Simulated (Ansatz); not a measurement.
Method: PBE-D3(BJ)/def2-SVP (Ansatz, a quantum-chemistry and plane-wave program). No frequencies were computed at this level.

Ansatz 0.2 input:
```yaml
crystal:
  periodic: [false, false, false]
  atoms:
    - { symbol: W, position_ang: [0.036221, -0.013143, -0.015494] }
    - { symbol: Cl, position_ang: [-2.079497, -0.156878, 1.020306] }
    - { symbol: C, position_ang: [-0.791989, 0.385273, -2.073683] }
    - { symbol: H, position_ang: [-0.650401, -0.407178, -2.825115] }
    - { symbol: H, position_ang: [-0.451693, 1.2985, -2.585002] }
    - { symbol: H, position_ang: [-1.890338, 0.502279, -2.001043] }
    - { symbol: C, position_ang: [-0.229462, -2.24195, -0.272969] }
    - { symbol: H, position_ang: [0.581173, -2.788134, -0.782919] }
    - { symbol: H, position_ang: [-1.139429, -2.504592, -0.840505] }
    - { symbol: H, position_ang: [-0.358682, -2.772043, 0.687286] }
    - { symbol: C, position_ang: [-0.155185, 2.19562, 0.438958] }
    - { symbol: H, position_ang: [-1.055501, 2.649831, -0.00913] }
    - { symbol: H, position_ang: [0.670518, 2.852668, 0.118889] }
    - { symbol: H, position_ang: [-0.267688, 2.402746, 1.517262] }
    - { symbol: C, position_ang: [2.067212, 0.057324, -1.012261] }
    - { symbol: H, position_ang: [2.087059, -0.288914, -2.057099] }
    - { symbol: H, position_ang: [2.853709, -0.532869, -0.517729] }
    - { symbol: H, position_ang: [2.488504, 1.075769, -1.060877] }
    - { symbol: C, position_ang: [1.186955, -0.284496, 1.902607] }
    - { symbol: H, position_ang: [1.916358, 0.496488, 2.16638] }
    - { symbol: H, position_ang: [1.753399, -1.223153, 2.008826] }
    - { symbol: H, position_ang: [0.475372, -0.295505, 2.750098] }
basis:
  gaussian: { orbitals: def2-svp }
hamiltonian:
  xc: pbe
  dispersion: d3bj
relax:
  max_steps: 150
```

Output:

```
[...]
these checks for a lower state are left out or cut short: starts, cluster_reference, orbital_swaps, neighbouring_geometries, increment
2162 factors; their error is unknown
mean field -19757.99958477 eV, -726.0930922873 hartree, gradient 2.3e-5 eV, S^2 0.000000; 0 other end points of the search recorded, 0 dependent functions left out
reference -19757.99965036 eV, -726.0930946977 hartree; 38, 38 occupied and 157, 157 virtual orbitals, 2162 factors
relax step  19: F+E_penalty+E_count = -19758.69462019 eV  Δ(F+E_penalty+E_count) = -1.214e-2 eV  max|allowed force component| = 1.642e-1 eV/Å  Δτ_max = 0.0950 Å  (38 SCF iters, accepted)
these checks for a lower state are left out or cut short: starts, cluster_reference, orbital_swaps, neighbouring_geometries, increment
2162 factors; their error is unknown
mean field evaluation 192: about -19758.0068 eV, gradient 1.4e-5 eV
mean field -19758.00682640 eV, -726.0933584122 hartree, gradient 1.4e-5 eV, S^2 0.000000; 0 other end points of the search recorded, 0 dependent functions left out
reference -19758.00689223 eV, -726.0933608314 hartree; 38, 38 occupied and 157, 157 virtual orbitals, 2162 factors
relax step  20: F+E_penalty+E_count = -19758.70166357 eV  Δ(F+E_penalty+E_count) = -7.043e-3 eV  max|allowed force component| = 9.103e-2 eV/Å  Δτ_max = 0.0404 Å  (33 SCF iters, accepted)
these checks for a lower state are left out or cut short: starts, cluster_reference, orbital_swaps, neighbouring_geometries, increment
2162 factors; their error is unknown
mean field -19758.00729704 eV, -726.0933757078 hartree, gradient 1.4e-5 eV, S^2 0.000000; 0 other end points of the search recorded, 0 dependent functions left out
reference -19758.00736296 eV, -726.0933781305 hartree; 38, 38 occupied and 157, 157 virtual orbitals, 2162 factors
relax step  21: F+E_penalty+E_count = -19758.70251895 eV  Δ(F+E_penalty+E_count) = -8.554e-4 eV  max|allowed force component| = 5.103e-2 eV/Å  Δτ_max = 0.0563 Å  (33 SCF iters, accepted)
these checks for a lower state are left out or cut short: starts, cluster_reference, orbital_swaps, neighbouring_geometries, increment
2162 factors; their error is unknown
mean field -19758.00859766 eV, -726.0934235047 hartree, gradient 1.4e-5 eV, S^2 0.000000; 0 other end points of the search recorded, 0 dependent functions left out
reference -19758.00866363 eV, -726.0934259290 hartree; 38, 38 occupied and 157, 157 virtual orbitals, 2162 factors
relax step  22: F+E_penalty+E_count = -19758.70338233 eV  Δ(F+E_penalty+E_count) = -8.634e-4 eV  max|allowed force component| = 2.088e-2 eV/Å  Δτ_max = 0.0147 Å  (33 SCF iters, accepted)
these checks for a lower state are left out or cut short: starts, cluster_reference, orbital_swaps, neighbouring_geometries, increment
2162 factors; their error is unknown
mean field -19758.00880316 eV, -726.0934310569 hartree, gradient 1.4e-5 eV, S^2 0.000000; 0 other end points of the search recorded, 0 dependent functions left out
reference -19758.00886919 eV, -726.0934334832 hartree; 38, 38 occupied and 157, 157 virtual orbitals, 2162 factors
relax step  23: F+E_penalty+E_count = -19758.70368392 eV  Δ(F+E_penalty+E_count) = -3.016e-4 eV  max|allowed force component| = 3.984e-2 eV/Å  Δτ_max = 0.0394 Å  (33 SCF iters, accepted)
these checks for a lower state are left out or cut short: starts, cluster_reference, orbital_swaps, neighbouring_geometries, increment
2162 factors; their error is unknown
mean field -19758.00897083 eV, -726.0934372186 hartree, gradient 1.4e-5 eV, S^2 0.000000; 0 other end points of the search recorded, 0 dependent functions left out
reference -19758.00903691 eV, -726.0934396470 hartree; 38, 38 occupied and 157, 157 virtual orbitals, 2162 factors
relax step  24: F+E_penalty+E_count = -19758.70391433 eV  Δ(F+E_penalty+E_count) = -2.304e-4 eV  max|allowed force component| = 1.805e-2 eV/Å  Δτ_max = 0.0256 Å  (33 SCF iters, accepted)
these checks for a lower state are left out or cut short: starts, cluster_reference, orbital_swaps, neighbouring_geometries, increment
2162 factors; their error is unknown
mean field evaluation 224: about -19758.0091 eV, gradient 1.6e-4 eV
mean field -19758.00910477 eV, -726.0934421406 hartree, gradient 1.4e-5 eV, S^2 0.000000; 0 other end points of the search recorded, 0 dependent functions left out
reference -19758.00917090 eV, -726.0934445710 hartree; 38, 38 occupied and 157, 157 virtual orbitals, 2162 factors
relax step  25: F+E_penalty+E_count = -19758.70406686 eV  Δ(F+E_penalty+E_count) = -1.525e-4 eV  max|allowed force component| = 3.118e-2 eV/Å  Δτ_max = 0.0231 Å  (33 SCF iters, accepted)
these checks for a lower state are left out or cut short: starts, cluster_reference, orbital_swaps, neighbouring_geometries, increment
2162 factors; their error is unknown
mean field -19758.00931428 eV, -726.0934498401 hartree, gradient 1.4e-5 eV, S^2 0.000000; 0 other end points of the search recorded, 0 dependent functions left out
reference -19758.00938048 eV, -726.0934522727 hartree; 38, 38 occupied and 157, 157 virtual orbitals, 2162 factors
relax step  26: F+E_penalty+E_count = -19758.70425912 eV  Δ(F+E_penalty+E_count) = -1.923e-4 eV  max|allowed force component| = 3.792e-2 eV/Å  Δτ_max = 0.0263 Å  (33 SCF iters, accepted)
these checks for a lower state are left out or cut short: starts, cluster_reference, orbital_swaps, neighbouring_geometries, increment
2162 factors; their error is unknown
mean field -19758.00960718 eV, -726.0934606039 hartree, gradient 1.4e-5 eV, S^2 0.000000; 0 other end points of the search recorded, 0 dependent functions left out
reference -19758.00967349 eV, -726.0934630408 hartree; 38, 38 occupied and 157, 157 virtual orbitals, 2162 factors
relax step  27: F+E_penalty+E_count = -19758.70455237 eV  Δ(F+E_penalty+E_count) = -2.932e-4 eV  max|allowed force component| = 6.568e-2 eV/Å  Δτ_max = 0.0486 Å  (32 SCF iters, accepted)
these checks for a lower state are left out or cut short: starts, cluster_reference, orbital_swaps, neighbouring_geometries, increment
2162 factors; their error is unknown
mean field -19758.00978290 eV, -726.0934670617 hartree, gradient 1.4e-5 eV, S^2 0.000000; 0 other end points of the search recorded, 0 dependent functions left out
reference -19758.00984928 eV, -726.0934695010 hartree; 38, 38 occupied and 157, 157 virtual orbitals, 2162 factors
relax step  28: F+E_penalty+E_count = -19758.70480093 eV  Δ(F+E_penalty+E_count) = -2.486e-4 eV  max|allowed force component| = 8.337e-2 eV/Å  Δτ_max = 0.0292 Å  (33 SCF iters, accepted)
these checks for a lower state are left out or cut short: starts, cluster_reference, orbital_swaps, neighbouring_geometries, increment
2162 factors; their error is unknown
mean field -19758.00953143 eV, -726.0934578200 hartree, gradient 1.4e-5 eV, S^2 0.000000; 0 other end points of the search recorded, 0 dependent functions left out
reference -19758.00959805 eV, -726.0934602685 hartree; 38, 38 occupied and 157, 157 virtual orbitals, 2162 factors
relax step  29: F+E_penalty+E_count = -19758.70478165 eV  Δ(F+E_penalty+E_count) = +1.928e-5 eV  max|allowed force component| = 1.197e-1 eV/Å  Δτ_max = 0.0709 Å  (32 SCF iters, rejected (line search))
these checks for a lower state are left out or cut short: starts, cluster_reference, orbital_swaps, neighbouring_geometries, increment
2162 factors; their error is unknown
mean field evaluation 256: about -19758.1019 eV, gradient 2.2e0 eV
mean field -19758.01032605 eV, -726.0934870220 hartree, gradient 1.4e-5 eV, S^2 0.000000; 0 other end points of the search recorded, 0 dependent functions left out
reference -19758.01039254 eV, -726.0934894652 hartree; 38, 38 occupied and 157, 157 virtual orbitals, 2162 factors
relax step  30: F+E_penalty+E_count = -19758.70544596 eV  Δ(F+E_penalty+E_count) = -6.450e-4 eV  max|allowed force component| = 5.046e-2 eV/Å  Δτ_max = 0.0347 Å  (33 SCF iters, accepted)
these checks for a lower state are left out or cut short: starts, cluster_reference, orbital_swaps, neighbouring_geometries, increment
2162 factors; their error is unknown
mean field -19758.01020290 eV, -726.0934824962 hartree, gradient 1.4e-5 eV, S^2 0.000000; 0 other end points of the search recorded, 0 dependent functions left out
reference -19758.01026960 eV, -726.0934849476 hartree; 38, 38 occupied and 157, 157 virtual orbitals, 2162 factors
relax step  31: F+E_penalty+E_count = -19758.70555934 eV  Δ(F+E_penalty+E_count) = -1.134e-4 eV  max|allowed force component| = 8.648e-2 eV/Å  Δτ_max = 0.0675 Å  (32 SCF iters, accepted)
these checks for a lower state are left out or cut short: starts, cluster_reference, orbital_swaps, neighbouring_geometries, increment
2162 factors; their error is unknown
mean field -19758.01070880 eV, -726.0935010876 hartree, gradient 1.4e-5 eV, S^2 0.000000; 0 other end points of the search recorded, 0 dependent functions left out
reference -19758.01077543 eV, -726.0935035362 hartree; 38, 38 occupied and 157, 157 virtual orbitals, 2162 factors
relax step  32: F+E_penalty+E_count = -19758.70605601 eV  Δ(F+E_penalty+E_count) = -4.967e-4 eV  max|allowed force component| = 4.910e-2 eV/Å  Δτ_max = 0.0203 Å  (33 SCF iters, accepted)
these checks for a lower state are left out or cut short: starts, cluster_reference, orbital_swaps, neighbouring_geometries, increment
2162 factors; their error is unknown
mean field -19758.01079518 eV, -726.0935042621 hartree, gradient 1.4e-5 eV, S^2 0.000000; 0 other end points of the search recorded, 0 dependent functions left out
reference -19758.01086179 eV, -726.0935067101 hartree; 38, 38 occupied and 157, 157 virtual orbitals, 2162 factors
relax step  33: F+E_penalty+E_count = -19758.70616020 eV  Δ(F+E_penalty+E_count) = -1.042e-4 eV  max|allowed force component| = 2.741e-2 eV/Å  Δτ_max = 0.0061 Å  (34 SCF iters, accepted)
these checks for a lower state are left out or cut short: starts, cluster_reference, orbital_swaps, neighbouring_geometries, increment
2162 factors; their error is unknown
mean field evaluation 288: about -19758.0108 eV, gradient 1.5e-3 eV
mean field -19758.01084007 eV, -726.0935059118 hartree, gradient 1.4e-5 eV, S^2 0.000000; 0 other end points of the search recorded, 0 dependent functions left out
reference -19758.01090672 eV, -726.0935083612 hartree; 38, 38 occupied and 157, 157 virtual orbitals, 2162 factors
relax step  34: F+E_penalty+E_count = -19758.70624571 eV  Δ(F+E_penalty+E_count) = -8.551e-5 eV  max|allowed force component| = 6.697e-3 eV/Å  Δτ_max = 0.0053 Å  (35 SCF iters, accepted)
these checks for a lower state are left out or cut short: starts, cluster_reference, orbital_swaps, neighbouring_geometries, increment
2162 factors; their error is unknown
mean field -19758.01081718 eV, -726.0935050707 hartree, gradient 1.4e-5 eV, S^2 0.000000; 0 other end points of the search recorded, 0 dependent functions left out
reference -19758.01088387 eV, -726.0935075213 hartree; 38, 38 occupied and 157, 157 virtual orbitals, 2162 factors
relax step  35: F+E_penalty+E_count = -19758.70627103 eV  Δ(F+E_penalty+E_count) = -2.532e-5 eV  max|allowed force component| = 7.025e-3 eV/Å  Δτ_max = 0.0101 Å  (34 SCF iters, accepted)
2162 factors; their error is unknown
mean field evaluation 320: about -19758.0108 eV, gradient 3.9e-4 eV
mean field -19758.01081718 eV, -726.0935050707 hartree, gradient 1.8e-5 eV, S^2 0.000000; 1 other end points of the search recorded, 0 dependent functions left out
reference -19758.01088387 eV, -726.0935075213 hartree; 38, 38 occupied and 157, 157 virtual orbitals, 2162 factors
Total energy: -19758.70633771 eV, -726.1190649788 hartree
Atom 0 at     0.068532    -0.070260     0.279478 Å, force    -0.001676     0.000546     0.004703 eV/Å
Atom 1 at    -1.250036    -1.027035     1.958313 Å, force     0.001949     0.000031    -0.001953 eV/Å
Atom 2 at    -0.149215     0.594623    -1.796549 Å, force     0.002018    -0.000520     0.000740 eV/Å
Atom 3 at     0.162940    -0.113311    -2.584644 Å, force     0.000416    -0.000352    -0.000271 eV/Å
Atom 4 at     0.489287     1.503754    -1.876290 Å, force    -0.001216    -0.000470     0.000113 eV/Å
Atom 5 at    -1.198774     0.905110    -1.980717 Å, force    -0.000984     0.000845    -0.000076 eV/Å
Atom 6 at    -0.520331    -1.917908    -0.724899 Å, force    -0.001260     0.000416    -0.000466 eV/Å
Atom 7 at    -0.097688    -2.082005    -1.731134 Å, force     0.000779     0.000142    -0.000610 eV/Å
Atom 8 at    -1.629017    -1.860079    -0.795116 Å, force     0.000117     0.000415     0.000358 eV/Å
Atom 9 at    -0.256787    -2.771096    -0.065572 Å, force    -0.000136    -0.000241     0.000165 eV/Å
Atom 10 at    -0.977638     1.787748     0.424562 Å, force     0.000348    -0.002620    -0.001392 eV/Å
Atom 11 at    -2.034285     1.689407     0.102959 Å, force     0.001707     0.000905     0.000406 eV/Å
Atom 12 at    -0.513356     2.638580    -0.110508 Å, force    -0.000875     0.000386     0.000308 eV/Å
Atom 13 at    -0.970146     1.997904     1.517949 Å, force    -0.000215     0.000136    -0.000675 eV/Å
Atom 14 at     1.910213    -0.710821    -0.734774 Å, force    -0.003186    -0.000692    -0.000705 eV/Å
Atom 15 at     1.810845    -1.087255    -1.768156 Å, force     0.000064    -0.000211    -0.000893 eV/Å
Atom 16 at     2.292130    -1.534569    -0.091557 Å, force     0.000033    -0.000966     0.001359 eV/Å
Atom 17 at     2.664150     0.103855    -0.724270 Å, force     0.002884     0.001890    -0.000114 eV/Å
Atom 18 at     1.628682     0.481111     1.622486 Å, force    -0.007025     0.000093    -0.001485 eV/Å
Atom 19 at     2.159041     1.360162     1.196385 Å, force     0.002422     0.002893    -0.001518 eV/Å
Atom 20 at     2.370927    -0.289225     1.901401 Å, force     0.004417    -0.003196     0.000944 eV/Å
Atom 21 at     1.087141     0.808952     2.537439 Å, force    -0.000582     0.000570     0.001064 eV/Å
Dipole moment:     0.170422     0.264057    -0.056554 e Å
```

Cost: around 8 core-minutes (rough).
